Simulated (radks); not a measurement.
Species: Dy3+. Configuration: [Xe] 4f8 5f1 (not the ground configuration). All-electron calculation, Dirac Kohn-Sham, PBEsol, spin-unpolarised, spherical densities, finite nucleus; open shells fill j = l - 1/2 first; Fermi nuclear charge, rms radius 5.2218 fm. Program: a radial shooting solver on a logarithmic mesh with Libxc functionals.

Normalised radial functions P(r) = r R(r) (large component), r in bohr:

r	4f7/2
0.001211	0.0000
0.001942	0.0000
0.003088	0.0000
0.004912	0.0000
0.007812	0.0000
0.01252	0.0001
0.01992	0.0005
0.03168	0.0024
0.05079	0.0121
0.08077	0.0508
0.1285	0.1759
0.2043	0.4702
0.3275	0.9066
0.5209	1.1490
0.8285	0.9444
1.328	0.5046
2.112	0.1639
3.36	0.0247
5.343	0.0011
8.566	0.0000
13.62	0.0000

4f7/2: eigenvalue -47.147 eV, 0 radial nodes, <r> = 0.768 bohr, 90 % of the charge inside 1.29 bohr.
